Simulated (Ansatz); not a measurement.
Mulliken charges of CH6SiSn (`[CH2]1[SiH2][SnH2]1`) from PBE/def2-TZVPP in Ansatz (PBE0-D4/def2-TZVP geometry).

```
atom   x (Å)   y (Å)   z (Å)  charge (e)
  C1  -0.775   0.089  -0.687      -0.452
 Si2   0.858   0.931  -0.356       0.072
 Sn3   0.115  -0.946   1.069       0.424
  H4  -0.861  -0.512  -1.588       0.116
  H5  -1.684   0.650  -0.484       0.116
  H6   0.822   2.321   0.162      -0.044
  H7   1.946   0.730  -1.343      -0.044
  H8   0.483  -2.569   0.738      -0.094
  H9  -0.816  -0.740   2.473      -0.094
```

Problem. By hand: the dipole of these point charges (1 e Å = 4.8032 D).

Solution. Σ q r = (0.075, -0.181, 0.248) e Å, of length 0.316 e Å = 1.52 D.

Problem. How does the dipole of the full density compare? (Best estimate.)

Solution. The calculation gave: (-0.037, 0.029, -0.057) e Å, 0.35 D; the point charges give 4.34 times that, at 162° from its direction, so they point the opposite way.

Point charges leave out the atoms' own dipoles, such as those of lone pairs, and Mulliken's split depends on the basis, so the two needn't agree.
